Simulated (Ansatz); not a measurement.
Compare A (`CSS[SiH3]`) with its isomer B (`C[SiH2]SS`).

Program: Ansatz. Geometries: PBE0-D4/def2-TZVP. ΔE: electronic, gas phase. CCSD(T)/CBS adds triple-zeta CCSD(T) − MP2 to the extrapolated MP2 energy (def2 sets, frozen cores). Functionals use def2-TZVPP. B3LYP here is the variant with VWN-RPA as its local correlation; programs differ in this. Each species was taken in one conformer, which may not be the lowest.

A:

Z-matrix (Å, degrees):
```
C
S 1 1.800
H 1 1.089 2 110.8
H 1 1.093 2 105.9 3 -118.5
H 1 1.090 2 111.0 3 123.1
S 2 2.060 1 102.0 3 -61.1
Si 6 2.141 2 96.1 1 -91.1
H 7 1.487 6 106.9 2 177.1
H 7 1.485 6 109.9 2 58.1
H 7 1.483 6 110.4 2 -63.0
```

B:

```xyz
10

C    -0.864   -0.932    0.737
Si   -0.355    0.792    0.255
S     1.781    0.994    0.102
S     2.104   -0.393   -1.393
H    -0.455   -1.197    1.713
H    -1.954   -1.002    0.785
H    -0.506   -1.653    0.000
H    -0.960    1.181   -1.046
H    -0.733    1.787    1.296
H     1.942    0.425   -2.449
```

Which is lower in electronic energy at CCSD(T)/CBS, and by how much? (Estimate.)

Computed: B, by 10.4 kcal/mol.

Give E(B) − E(A) in kcal/mol with MP2/def2-TZVPP, B2PLYP, B3LYP-D4, B3LYP, BLYP-D4, PBE0-D4, CCSD/def2-TZVPP. (Best estimate.)

Ansatz gave: MP2/def2-TZVPP -10.4, B2PLYP -10.2, B3LYP-D4 -10.1, B3LYP -10.2, BLYP-D4 -9.5, PBE0-D4 -10.3, CCSD/def2-TZVPP -10.9. None reverses the order clearly.

Does the order hold for the free energy at 298.15 K (harmonic terms from PBE0-D4)? (An estimate is asked.)

Computed: Yes: G(B) − G(A) = -10.7 kcal/mol, for one conformer each.

Largest T1 diagnostic: 0.012.

From BLYP to BHLYP (50 % exact exchange), in def2-TZVPP and without D4, E(B) − E(A) moves by −0.9 kcal/mol. Leaving LDA and LC-ωPBE aside and taking each functional with its dispersion term where it has one, the values, not all of them listed here, spread over 1.8 kcal/mol, from B97M-V to revPBE-D4.
